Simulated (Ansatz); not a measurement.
C2H7InO, SMILES [CH3][In]([CH3])[OH].

Coordinates come from a PBE0-D3(BJ)/def2-SVP optimisation. The structure was generated by enumeration; whether it is a known compound was not checked. The def2 effective core potentials stand for the cores of In; spin–orbit coupling is left out. Other conformers were not sampled.

Two levels are set side by side: PBE/def2-SVPD (Ansatz, a quantum-chemistry and plane-wave program) and CAM-B3LYP/def2-SVPD (Ansatz). Energy differences of separate SCF runs at the same geometry; the states with an electron removed or added have multiplicity 2 and 2. Differences are taken from unrounded values.

```json
[
 {"quantity": "vertical ionisation energy (eV)", "CAM-B3LYP": "9.66", "PBE": "9.17", "PBE minus CAM-B3LYP": "-0.49"},
 {"quantity": "vertical singlet–triplet gap (eV)", "CAM-B3LYP": "5.30", "PBE": "4.75", "PBE minus CAM-B3LYP": "-0.55"}
]
```
